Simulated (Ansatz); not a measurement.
Relaxation of a periodic cell of 39 atoms, Si₂H₁₀O (contents 3 H2O + 6 SiH4, density as packed 0.64 g/cm³ with natural masses), to a largest force component of 0.3 eV/Å in at most 15 steps.

Level of theory: DFT PBEsol, scalar-relativistic, plane waves, PAW in Ansatz 0.2.0. Settings: accuracy low, cutoff 420 eV, k mesh 1x1x1, fermi-dirac smearing 0.05 eV, no spin polarisation.

```xyz
39
Lattice="8.6267 0.0000 0.0000 0.0000 8.6267 0.0000 0.0000 0.0000 8.6267" Properties=species:S:1:pos:R:3
O 7.036 5.276 0.706
H 7.902 5.465 1.096
H 7.238 4.693 -0.041
O 5.895 2.192 2.196
H 6.431 2.480 2.950
H 6.511 1.676 1.655
O 7.927 5.768 4.895
H 7.738 5.775 3.945
H 7.144 5.353 5.286
Si 4.277 4.502 6.403
H 5.420 4.102 5.547
H 4.383 3.825 7.718
H 4.298 5.972 6.600
H 3.006 4.110 5.746
Si 3.700 1.312 3.822
H 4.853 1.885 4.558
H 2.814 0.595 4.771
H 2.941 2.404 3.166
H 4.192 0.365 2.792
Si 3.188 8.614 0.154
H 2.373 9.191 1.251
H 4.408 7.990 0.721
H 2.395 7.587 -0.563
H 3.576 9.689 -0.791
Si 0.145 2.181 6.801
H 1.506 2.649 7.158
H -0.729 2.242 7.997
H -0.413 3.049 5.736
H 0.216 0.783 6.312
Si 8.456 7.665 8.366
H 9.285 8.878 8.572
H 7.938 7.193 9.673
H 7.319 7.990 7.472
H 9.283 6.600 7.749
Si 1.929 4.368 0.948
H 3.201 5.114 0.792
H 2.156 3.177 1.802
H 0.916 5.246 1.584
H 1.441 3.936 -0.384
```

Q: Where does it end, and by what steps?

A: The forces met the threshold. The threshold is loose, so the end isn't yet a minimum. The force dipped under the threshold on the way, but the program's further checks kept it going. Limits of this set-up: coarse k mesh, low accuracy level. After 13 steps the energy has fallen by 1.495 eV; H3 moved furthest, 1.47 Å.

| step | energy less start (eV) | largest force component (eV/Å) | accepted |
| --- | --- | --- | --- |
| 0 | 0.0000 | 0.688 | yes |
| 1 | -0.5661 | 0.306 | yes |
| 2 | -0.7365 | 0.416 | yes |
| 3 | -0.7979 | 1.872 | yes |
| 4 | -0.9938 | 0.622 | yes |
| 5 | -1.0997 | 0.229 | yes |
| 6 | -1.1540 | 0.747 | yes |
| 7 | -1.2009 | 1.024 | yes |
| 8 | -1.2591 | 0.717 | yes |
| 9 | -1.3036 | 1.345 | yes |
| 10 | -1.3485 | 1.313 | yes |
| 11 | -1.4236 | 0.788 | yes |
| 12 | -1.4954 | 0.296 | yes |
| 13 | -1.4954 | 0.294 | yes |

```xyz
39
Lattice="8.6267 0.0000 0.0000 0.0000 8.6267 0.0000 0.0000 0.0000 8.6267" Properties=species:S:1:pos:R:3
O 6.905 4.810 0.799
H 7.880 4.780 0.701
H 6.670 3.881 1.042
O 6.283 2.371 1.999
H 6.636 2.583 2.886
H 6.609 1.465 1.817
O 7.501 6.054 3.954
H 7.124 5.798 3.087
H 6.914 5.623 4.609
Si 4.563 4.650 6.423
H 5.807 4.391 5.621
H 4.576 3.768 7.628
H 4.530 6.092 6.808
H 3.383 4.320 5.563
Si 4.154 1.074 4.395
H 5.228 1.747 5.197
H 3.136 0.506 5.331
H 3.511 2.084 3.503
H 4.771 -0.021 3.586
Si 3.415 8.728 0.353
H 2.406 8.926 1.442
H 4.672 8.173 0.939
H 2.866 7.775 -0.660
H 3.706 10.039 -0.306
Si -0.214 2.215 6.090
H 1.168 2.316 6.655
H -1.214 2.475 7.172
H -0.379 3.247 5.013
H -0.430 0.855 5.507
Si 7.970 7.670 8.316
H 8.704 8.965 8.125
H 7.579 7.587 9.761
H 6.764 7.645 7.438
H 8.896 6.548 7.965
Si 2.050 4.550 1.279
H 3.224 5.472 1.324
H 2.333 3.301 2.049
H 0.862 5.232 1.891
H 1.731 4.197 -0.142
```

Whether the end is a true minimum wasn't checked by a vibrational analysis.

Run time: 97 s on 1 thread of Arm Neoverse N1 (shared host), peak memory 0.52 GiB.
